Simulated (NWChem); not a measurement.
Molecule: HfH$_{2}$OF$_{4}$; SMILES [OH2]->[Hf]([F])([F])([F])[F]

```xyz
8

Hf     0.0045     0.1434     0.0000
F      0.8425    -0.2690     1.6959
F      0.8425    -0.2690    -1.6959
F     -1.9134    -0.0741     0.0000
F      0.1779     2.0569     0.0000
O      0.0568    -2.2256     0.0000
H     -0.1606    -2.7611    -0.7855
H     -0.1606    -2.7611     0.7855
```
Atoms are numbered in this order, from 1.

Results from NWChem. Geometry: optimised at PBE-D3(BJ)/def2-SVP. Not confirmed as a minimum by frequencies. def2 effective core potentials on Hf; no spin-orbit coupling. B3LYP is NWChem's, with the RPA form of VWN correlation.

Taking B3LYP/def2-TZVPP as the yardstick, which of these has the fewest basis functions while keeping “dipole (D)” within 0.05 D of it: B3LYP/def2-TZVP; B3LYP/def2-SVP; B3LYP/def2-SVPD?

B3LYP/def2-SVPD (a larger set in the list lies outside the tolerance).
```
level             basis functions  dipole (D)  relative time (rough)
----------------  ---------------  ----------  ---------------------
B3LYP/def2-SVP                112        5.61                      1
B3LYP/def2-SVPD               166        5.46                      3
B3LYP/def2-TZVP               207        5.54                      2
B3LYP/def2-TZVPP              239        5.47                      4
```

The yardstick is one finite set, not the basis-set limit.
